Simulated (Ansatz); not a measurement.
Mulliken charges of `[OH][Zr]([OH])([OH])[Cl]` from r2SCAN/def2-TZVPP in Ansatz (PBE0-D4/def2-TZVP geometry).

```csv
atom,x (Å),y (Å),z (Å),charge (e)
O1,-1.077,1.423,0.419,-0.538
Zr2,0.060,0.068,-0.307,1.399
O3,1.714,0.019,0.652,-0.538
O4,-0.805,-1.634,-0.205,-0.538
Cl5,0.505,0.573,-2.590,-0.376
H6,-1.795,1.912,0.809,0.197
H7,2.436,0.180,1.251,0.197
H8,-1.038,-2.541,-0.029,0.197
```

**Question.** By hand: the dipole of these point charges (1 e Å = 4.8032 D).

**Answer.** Σ q r = (-0.094, -0.105, 0.479) e Å, of length 0.499 e Å = 2.40 D.

**Question.** How does the dipole of the full density compare? (Estimate.)

**Answer.** The calculation gave: (-0.148, -0.168, 0.759) e Å, 3.80 D; the point charges give 0.63 times that, at 0° from its direction.

Point charges leave out the atoms' own dipoles, such as those of lone pairs, and Mulliken's split depends on the basis, so the two needn't agree.
